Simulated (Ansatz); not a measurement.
Geometry optimisation, RKS B3LYP/6-31G (Ansatz).

The input (input.yaml):

```yaml
crystal:
  periodic: [false, false, false]
  atoms:
    - { symbol: Si, position_ang: [0.0, 0.0, 0.0] }
    - { symbol: F, position_ang: [0.0, 0.0, 1.59] }
    - { symbol: O, position_ang: [1.5842, 0.0, -0.5594] }
    - { symbol: H, position_ang: [1.9006, -0.9521, -0.6761] }
    - { symbol: O, position_ang: [-0.7913, 1.3709, -0.5594] }
    - { symbol: H, position_ang: [-1.7491, 1.1401, -0.7818] }
    - { symbol: O, position_ang: [-0.7913, -1.3709, -0.5594] }
    - { symbol: H, position_ang: [-1.2459, -1.8365, 0.2129] }
basis:
  gaussian: { orbitals: "6-31G" }
hamiltonian:
  xc: b3lyp
relax:
  f_tol: 0.02
  max_steps: 40
```

Command:

```bash
$ ansatz run input.yaml --threads 1 --pin off --max-ram 2048MiB --backend cpu --events-out ev --progress --plain --runs-dir out
```

Question: Where does it end, and by what steps?

Answer: The run converged. Limits of this set-up: no polarisation functions. After 15 steps the energy has fallen by 0.663 eV; H4 moved furthest, 0.88 Å.

```csv
step,energy less start (eV),largest force component (eV/Å),accepted
0,0.0000,3.442,yes
1,-0.3394,1.857,yes
2,-0.4985,0.395,yes
3,-0.5017,0.873,yes
4,-0.5269,0.526,yes
5,-0.5441,0.201,yes
6,-0.5584,0.174,yes
7,-0.5731,0.669,yes
8,-0.6145,0.233,yes
9,-0.6434,0.292,yes
10,-0.6599,0.038,yes
11,-0.6622,0.033,yes
12,-0.6626,0.029,yes
13,-0.6626,0.074,yes
14,-0.6626,0.075,no
15,-0.6628,0.006,yes
```

```xyz
8
Properties=species:S:1:pos:R:3
Si -0.118 -0.169 0.049
F 0.024 0.111 1.699
O 1.370 -0.668 -0.545
H 2.128 -0.108 -0.762
O -0.592 1.254 -0.704
H -1.489 1.613 -0.756
O -1.269 -1.364 -0.203
H -1.146 -2.318 -0.111
```

Whether the end is a true minimum wasn't checked by a vibrational analysis.

The run took 45 s on 1 thread of Arm Neoverse V1, with other jobs on the host, peak memory 0.13 GiB.
